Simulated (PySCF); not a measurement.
Gas-phase reaction: InH + 3 InHCl₂ ⇌ 2 InH₂Cl + 2 InCl₂

Method: PySCF energies plus ideal-gas RRHO corrections (1 bar). † marks an energy on the PBE0/def2-TZVP geometry and frequencies. CCSD(T) freezes the core. Open shells (unrestricted): InCl₂ (multiplicity 2); the rest are closed-shell singlets. In: scalar-relativistic def2 core potential, no spin-orbit coupling. InH, InHCl₂, InH₂Cl, InCl₂: computed as isolated molecules; such fragments, hydroxides, amides, oligomers or adducts are transient or little studied in the gas. CCSD(T) isn't extrapolated to the basis-set limit.

```csv
level,"ΔH°(298 K), kJ"
CCSD(T)/def2-TZVPP†,114
HF/def2-TZVP†,[?]
M06-2X/def2-TZVP†,[?]
PBE0/def2-SVP†,[?]
r2SCAN/def2-TZVP†,77
ωB97M-V/def2-TZVP†,108
```

Task: Fill in the missing entries.

Result: 
- HF/def2-TZVP†, ΔH°(298 K), kJ: 61
- M06-2X/def2-TZVP†, ΔH°(298 K), kJ: 87
- PBE0/def2-SVP†, ΔH°(298 K), kJ: 88
